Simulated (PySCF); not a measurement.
The multiplicity is imposed and other spin states were not computed.

Z-matrix (Å, degrees):
```
Zr
F 1 1.9136
F 1 1.9136 2 119.98
F 1 1.9136 2 120.00 3 -179.92
```
Charge 0, spin multiplicity 2.

Question: What is the computed highest occupied spin orbital, total energy and dipole moment (PBE-D3(BJ)/def2-TZVP // TPSS-D3(BJ)/def2-SVP in PySCF)?

Answer: 
```yaml
highest_occupied_spin_orbital: -4.87 eV
total_energy: -346.6802 Ha
dipole_moment: 0.00 D
```
